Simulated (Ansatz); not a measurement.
Ba₂Se, relaxed as a singlet with RKS PBE-D4/def2-TZVP in Ansatz, starting from the GFN1-xTB geometry. Force threshold 0.02 eV/Å.

In the def2 sets Ba takes a core potential; there is no spin–orbit coupling. The structure comes from a short search, and lower isomers may exist.

Start:

```csv
atom,x (Å),y (Å),z (Å)
Ba1,-2.407,-1.592,-0.012
Ba2,0.568,1.945,-0.477
Se3,1.839,-0.353,0.488
```

| step | energy (eV) | largest force component (eV/Å) | SCF passes |
| --- | --- | --- | --- |
| 1 | -66729.1334 | 0.571 | 36 |
| 2 | -66729.2234 | 0.583 | 31 |
| 3 | -66729.4426 | 0.806 | 29 |
| 4 | -66729.7293 | 0.915 | 29 |
| 5 | -66730.1071 | 1.101 | 29 |
| 6 | -66730.3820 | 0.258 | 35 |
| 7 | -66730.4058 | 0.441 | 30 |
| 8 | -66730.4233 | 0.215 | 29 |
| 9 | -66730.4280 | 0.020 | 24 |

Force components are those of the run's own axes.

End:

Cartesian coordinates in Å:
```
Ba -1.666 -1.309 0.055
Ba 0.545 1.987 -0.494
Se 1.120 -0.678 0.439
```

Bonds formed: Ba1–Se3 (atoms count from 1). The end is the same structure that another start reached, the lowest one found.

No frequencies were taken in this run, so the end may be a saddle point.

It took 11 s on 4 threads of Arm Neoverse V1 on a shared host.
